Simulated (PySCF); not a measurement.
CH7F2NSi2, SMILES N([SiH](F)F)[SiH2]C.

Coordinates come from a B3LYP-D3(BJ)/def2-SVP optimisation. The structure was generated by enumeration, and PubChem lists no compound with its InChIKey, so it may never have been made. Other conformers were not sampled.

Method: SMD-PBE0/def2-SVP (PySCF).

Solvation free energies are E(SMD) − E(gas) at the gas-phase geometry, for 1 M in both phases. In vacuum the dipole moment is 2.64 D.

Computed solvation free energies in water, acetonitrile, tetrahydrofuran:
| solvent | ΔG(solv) (kcal/mol) | its non-electrostatic (CDS) part | dipole (D) |
|---|---|---|---|
| water | -0.2 | 5.2 | 3.08 |
| acetonitrile | -4.1 | 1.1 | 3.08 |
| tetrahydrofuran | -3.4 | 1.0 | 3.01 |
